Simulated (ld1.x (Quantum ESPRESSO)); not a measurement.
An all-electron radial function and its pseudo partner (Ne)

Columns: radius, all-electron u(r) and pseudo u(r) of the 2p shell (level -13.33 eV) of neon in the configuration [He] 2s2 2p6; PBE, scalar-relativistic, TM scheme, ld1.x (Quantum ESPRESSO) 7.5.

```json
{"r (bohr)": "0.075", "all-electron": "0.1128", "pseudo": "0.0351"}
{"r (bohr)": "0.150", "all-electron": "0.3213", "pseudo": "0.1353"}
{"r (bohr)": "0.225", "all-electron": "0.5264", "pseudo": "0.2863"}
{"r (bohr)": "0.300", "all-electron": "0.6938", "pseudo": "0.4665"}
{"r (bohr)": "0.375", "all-electron": "0.8166", "pseudo": "0.6509"}
{"r (bohr)": "0.450", "all-electron": "0.8978", "pseudo": "0.8152"}
{"r (bohr)": "0.525", "all-electron": "0.9435", "pseudo": "0.9411"}
{"r (bohr)": "0.600", "all-electron": "0.9610", "pseudo": "1.0191"}
{"r (bohr)": "0.675", "all-electron": "0.9575", "pseudo": "1.0489"}
{"r (bohr)": "0.750", "all-electron": "0.9387", "pseudo": "1.0383"}
{"r (bohr)": "0.825", "all-electron": "0.9096", "pseudo": "0.9987"}
{"r (bohr)": "0.900", "all-electron": "0.8735", "pseudo": "0.9425"}
{"r (bohr)": "0.975", "all-electron": "0.8333", "pseudo": "0.8799"}
{"r (bohr)": "1.050", "all-electron": "0.7908", "pseudo": "0.8181"}
{"r (bohr)": "1.125", "all-electron": "0.7474", "pseudo": "0.7609"}
{"r (bohr)": "1.200", "all-electron": "0.7043", "pseudo": "0.7095"}
{"r (bohr)": "1.275", "all-electron": "0.6619", "pseudo": "0.6633"}
{"r (bohr)": "1.350", "all-electron": "0.6209", "pseudo": "0.6211"}
{"r (bohr)": "1.425", "all-electron": "0.5814", "pseudo": "0.5814"}
{"r (bohr)": "1.500", "all-electron": "0.5438", "pseudo": "0.5438"}
{"r (bohr)": "1.575", "all-electron": "0.5081", "pseudo": "0.5081"}
{"r (bohr)": "1.650", "all-electron": "0.4743", "pseudo": "0.4743"}
{"r (bohr)": "1.725", "all-electron": "0.4424", "pseudo": "0.4424"}
{"r (bohr)": "1.800", "all-electron": "0.4125", "pseudo": "0.4125"}
{"r (bohr)": "1.875", "all-electron": "0.3844", "pseudo": "0.3844"}
{"r (bohr)": "1.950", "all-electron": "0.3581", "pseudo": "0.3581"}
```

(1) How many radial nodes do the two functions have?

(2) At about which radius was the pseudo-wave matched?

(3) Where does each function peak?

(4) Is the pseudo-wave norm-conserving?

Answers

(1) The all-electron 2p function has n − l − 1 = 0; the pseudo-wave has 0.

(2) 1.50 bohr. The columns agree to 0.0005 from 1.35 bohr on; several derivatives are matched, so the curves merge somewhat inside the radius.

(3) Outermost all-electron maximum near 0.60 bohr, pseudo maximum near 0.68 bohr (to the table’s step).

(4) Yes: the TM scheme keeps the norm inside the radius equal to the all-electron one, which fixes the energy derivative of the logarithmic derivative at the level.
